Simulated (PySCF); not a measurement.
**Ionisation energy of As by level of theory**

As [Ar] 3d10 4s2 4p3 (4S) → As⁺ [Ar] 3d10 4s2 4p2 (3P), as a difference of total energies. Computed with PySCF 2.14 in jorge-DZP-DKH (8s6p2d1f, 43 functions), with scalar relativity by spin-free X2C-1e. Correlated levels: valence: [Ar] 3d10 frozen. The calculations carry no spin-orbit coupling.

```json
{"method": "UHF", "ionisation energy (eV)": "9.438", "error (eV)": "-0.570"}
{"method": "BP86", "ionisation energy (eV)": "9.885", "error (eV)": "-0.123"}
{"method": "B3LYP", "ionisation energy (eV)": "9.738", "error (eV)": "-0.270"}
{"method": "MP2 (valence)", "ionisation energy (eV)": "9.422", "error (eV)": "-0.586"}
{"method": "SCS-MP2 (valence)", "ionisation energy (eV)": "9.362", "error (eV)": "-0.646"}
{"method": "CCSD (valence)", "ionisation energy (eV)": "9.341", "error (eV)": "-0.667"}
{"method": "CCSD(T) (valence)", "ionisation energy (eV)": "9.341", "error (eV)": "-0.667"}
```

Reference: 10.008 eV (measured; NIST levels, between the centres of gravity of the two terms).

Errors of the correlated levels include the incompleteness of this basis and the frozen core.
